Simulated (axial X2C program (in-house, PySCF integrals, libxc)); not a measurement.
Nuclear properties of ZnB

Computed with an axial X2C code built on PySCF integrals: two-component X2C with atomic mean-field Coulomb and Gaunt terms, Gaussian nuclei, basis Zn dyall-cv3z, B dyall-v3z with contracted cores.

R = 2.214 Å (near the PBE0 minimum at charge 0 of the determinant lowest at the starting distance; the state shown can have its own minimum elsewhere).

Determinant lowest in the PBE0 search, Ω = 1/2 (⟨Sz⟩ = -0.50, ⟨Lz⟩ = 1.00 at PBE0), spin on the atoms Zn 0.00, B -0.50:

```csv
level,Eeff magnitude (GV/cm),Ws magnitude Zn (kHz),A∥/gI Zn (MHz),qzz Zn (a.u.),A∥/gI B (MHz),qzz B (a.u.),μ (D)
PBE0,0.454,0.371,462,-0.16,146,0.05,-1.84
HF,2.43,2.06,1420,-1.39,37.9,-0.08,-1.46
PBE50,1.41,1.18,1010,-0.46,124,0.04,-1.78
LDA,0.289,0.23,449,-0.06,137,0.02,-1.58
B3LYP,0.244,0.192,301,-0.12,136,0.06,-1.68
```

Determinant 0.01 eV from it at PBE0 and this distance, Ω = 3/2 (⟨Sz⟩ = 0.50, ⟨Lz⟩ = 1.00 at PBE0), spin on the atoms Zn 0.00, B 0.50:

```csv
level,Eeff magnitude (GV/cm),Ws magnitude Zn (kHz),A∥/gI Zn (MHz),qzz Zn (a.u.),A∥/gI B (MHz),qzz B (a.u.),μ (D)
PBE0,0.449,0.122,-94.5,-0.18,34,0.05,-1.84
HF,2.46,0.695,-440,-1.40,67.4,-0.08,-1.47
PBE50,1.41,0.393,-289,-0.47,41.3,0.04,-1.79
LDA,0.286,0.0756,-69.6,-0.08,38,0.03,-1.60
B3LYP,0.236,0.0619,-38.2,-0.13,40.7,0.06,-1.69
```

Eeff is the effective electric field on the electron electric dipole moment in this Ω state and Ws the scalar–pseudoscalar constant of the nucleus named (defined with the proton number Z and per Ω); A∥ (defined per Ω) follows by multiplying with gI = μI/(I μN); qzz is the electric field gradient, eQq0 = 234.96 MHz × Q/barn × qzz; μ is positive if the B end (last atom) is positive. The operators were transformed with the bare-nucleus X2C matrices; with these basis sets, hyperfine constants and field gradients can be off by tens of per cent, and where levels differ in sign neither size nor sign is settled.

Each state is one determinant with collinear spin. Unrestricted Hartree–Fock can overshoot spin polarisation at the nuclei. Where Eeff spreads by more than a factor of two the levels disagree and none is to be relied on. The search compared states at one distance, so a state with another bond length can lie lower. Further determinants of the search, some of them spin-mixed, are not shown. Where a field gradient or hyperfine factor spreads by more than a factor of two over the levels, a constant derived from it is not to be relied on. PBE0 term energies can be off by some tenths of an eV.
